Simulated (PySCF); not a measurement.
# Hg: interval between two levels

Hg [Xe] 4f14 5d10 6s2 → Hg [Xe] 4f14 5d10 6s1 6d1 [3D3, M_J = 3], as a difference of total energies. Computed with PySCF 2.14 in x2c-TZVPall-2c with one added diffuse shell each of s, p, d type (12s12p11d2f, 117 functions), with the two-component X2C-1e Hamiltonian. Correlated levels: [Kr] 4d10 4f14 frozen; the 34 highest virtual spinors dropped. "Screened" scales the spin-orbit matrix elements by Boettger's factors to mimic the two-electron term; Breit and QED terms are absent.

```tsv
method	interval between two levels (cm⁻¹)
GHF (screened spin-orbit)	59143
GMP2 (screened spin-orbit)	72955
```

The labels give the starting determinants; with spin-orbit coupling the two ends relaxed to ⟨J²⟩ = 0.00, ⟨L²⟩ = 0.19, ⟨S²⟩ = 0.19 and ⟨J²⟩ = 12.00, ⟨L²⟩ = 6.18, ⟨S²⟩ = 2.19.

The promoted electron is Rydberg-like, and one or two diffuse shells describe it only roughly, which tends to raise the upper state.
